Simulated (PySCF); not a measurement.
# Te+: excitation energy

Te+ [Kr] 4d10 5s2 5p3 (4S) → Te+ [Kr] 4d10 5s1 5p4 (4P), as a difference of total energies. Computed with PySCF 2.14 in aug-cc-pVDZ-PP with ECP28MDF (5s4p3d, 32 functions), with scalar relativity through the core potential. Correlated levels: valence: 4s2 4p6 4d10 frozen. The calculations carry no spin-orbit coupling.

```json
{"method": "UHF", "excitation energy (eV)": "9.366"}
{"method": "MP2 (valence)", "excitation energy (eV)": "9.280"}
{"method": "SCS-MP2 (valence)", "excitation energy (eV)": "9.255"}
{"method": "CCSD (valence)", "excitation energy (eV)": "8.754"}
{"method": "CCSD(T) (valence)", "excitation energy (eV)": "8.677"}
{"method": "CCSDT (valence)", "excitation energy (eV)": "8.642"}
```

Task: How much does correlation contribute at CCSD(T) (valence)?

Result: 8.677 − (9.366) = -0.689 eV, measured against UHF.

The coupled-cluster amplitudes are large for the upper state (T1 above 0.03 or a double amplitude above 0.15), so a single reference is strained.
